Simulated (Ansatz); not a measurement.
Ansatz (a first-principles code) input:
A basis named .json is the Basis Set Exchange file of that set.

Ansatz 0.2 input:
```yaml
crystal:
  periodic: [false, false, false]
  atoms:
    - {symbol: N, position_ang: [-0.00000000, -0.00000000, -0.55206952]}
    - {symbol: N, position_ang: [0.00000000, 0.00000000, 0.55206952]}
basis:
  gaussian:
    orbitals: def2-QZVPPD.json
    fitting: {mean_field: def2-universal-jkfit, correlation: def2-QZVPPD-RIFIT.json}
magnetization: {spin_polarized: false}
correlation: {method: mp2, electrons: outside_noble_gas}
```

Q: What final total energy does it print?

A: -109.39092 Eh (RI-MP2/def2-QZVPPD). The basis has 126 functions.

This state (charge 0, singlet) is run at the relaxed geometry of the species with charge 1 and multiplicity 2.
